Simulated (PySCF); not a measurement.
Molecule: C₆H₁₆Si, SMILES C[Si](CCC)(C)C. Atoms near the plane z = 0.0 Å, at the GFN2-xTB optimised geometry (x, y, z in Å): C1 (2.7, -1.3, 0.0), C2 (1.1, -1.4, 0.0), C3 (0.5, 0.0, 0.0), Si4 (-1.4, 0.0, 0.0), C7 (-2.0, 1.8, 0.0), H8 (3.1, -2.3, 0.0), H9 (3.0, -0.8, -0.9), H10 (3.0, -0.8, 0.9), H11 (0.8, -2.0, 0.8), H12 (0.8, -1.9, -0.9), H13 (0.9, 0.6, -0.9), H14 (0.9, 0.5, 0.9), H21 (-1.7, 2.3, 0.9), H22 (-3.1, 1.8, 0.0), H23 (-1.6, 2.3, -0.9).

Calculation: PBE0/def2-SVP run with PySCF. Cells within 0.4 Å of a nucleus heavier than hydrogen are left out (blank, or x). The values are rescaled to run from 0 to 1.

```
|111111111111111111111111111|
|111111111111111111111111111|
|111111111111111111111111111|
|111111111111111111111111111|
|111111111111111111111111111|
|111111111111111111111111111|
|111111100111111111111111111|
|111111110110111111111111111|
|11110155x310111111111111111|
|11110177xx00011111111111111|
|111111225621000011111111111|
|111111113521100111111111111|
|111111001101322310111111111|
|111111000xx156xx00000111111|
|111111000001334620001111111|
|111111001000113731113101111|
|111111100000000xx66xx001111|
|1111111100000004x34x6201111|
|111111111111101200149411111|
|111111111111111100013111111|
|111111111111111111110011111|
|111111111111111111111111111|
|111111111111111111111111111|
|111111111111111111111111111|
|111111111111111111111111111|
|111111111111111111111111111|
|111111111111111111111111111|
```
Scale: ten equal steps from 0.000 (start of '0') to 1.00 (end of '9'), in the order '0123456789'; x runs from -5.50 to 5.50, y from -5.50 (bottom) to 5.50 (top).

Task: Which quantity is mapped?
A. log10 of the electron density
B. deformation density (molecule minus spherical neutral atoms)
C. an orbital amplitude
D. electron localisation function

Result: B, deformation density (molecule minus spherical neutral atoms). In full: deformation density (molecule minus spherical neutral atoms) (e/bohr³).
